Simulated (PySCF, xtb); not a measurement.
Si(Me)(SH) (CH4SSi), SMILES C[Si]S (connectivity only; charge and spin as stated), neutral, multiplicity 1.

Geometry: ωB97X-D3(BJ)/def2-TZVP. Other conformers were not sampled.

The numbers are results of C-PCM-B3LYP/def2-SVP (PySCF), not measurements.

The values are the electrostatic part of the solvation free energy, E(continuum) − E(gas) at the gas-phase geometry, in a cavity of scaled van der Waals radii (PySCF's table); cavitation and dispersion terms are not included. In vacuum the orbital gap is 4.05 eV. The dipole moment in vacuum is 0.22 D.

Computed values in water (ε = 78.36), 1-octanol (ε = 9.86), diethylether (ε = 4.24):
```tsv
solvent	ε	ΔG(elec) (kcal/mol)	dipole (D)	gap (eV)
water	78.36	-2.4	0.27	4.13
1-octanol	9.86	-2.2	0.27	4.12
diethylether	4.24	-1.8	0.26	4.11
```

For comparison, GFN2-xTB/ALPB(water) (xtb, at the GFN2-xTB geometry, all terms of that model) gives -0.1 kcal/mol.
